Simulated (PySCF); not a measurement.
Ionisation energy of Rb²⁺ by level of theory

Rb²⁺ [Ar] 3d10 4s2 4p5 (2P) → Rb³⁺ [Ar] 3d10 4s2 4p4 (3P), as a difference of total energies. Computed with PySCF 2.14 in def2-SVP with the def2 core potential (28 electrons) (5s3p2d, 24 functions), with scalar relativity through the core potential. Correlated levels: valence: 4s2 frozen. The calculations carry no spin-orbit coupling.

```
           method  ionisation energy (eV)  difference from reference (eV)
              UHF                  38.297                          -0.950
           r2SCAN                  39.479                          +0.232
            B3LYP                  39.464                          +0.217
    MP2 (valence)                  38.589                          -0.658
SCS-MP2 (valence)                  38.592                          -0.655
   CCSD (valence)                  38.630                          -0.617
CCSD(T) (valence)                  38.634                          -0.613
```

Reference: 39.247 eV (semi-empirical (NIST evaluation); NIST Atomic Spectra Database, ionization energies).

The reference lies between the lowest fine-structure levels, while these numbers refer to the centres of the terms.

Errors of the correlated levels include the incompleteness of this basis and the frozen core.
